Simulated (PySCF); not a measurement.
Harmonic spectrum computed at PBE in the def2-TZVP basis family (core potentials from Rb on, PySCF, no spin–orbit coupling):

| ω (cm⁻¹) | IR (km/mol, summed over degenerate members) | degeneracy |
| --- | --- | --- |
| 337 | 281 | 2 |
| 701 | 0.0 | 1 |
| 1523 | 346 | 1 |

Problem. Which molecule gave it? In each, all ligands are bound to the one heavy central atom.
A. SiF₂ (singlet)
B. BeF₂ (singlet)
C. SnF₂ (singlet)
D. CaF₂ (singlet)

Solution. B. It has D∞h symmetry with Be–F 1.391 Å (×2).
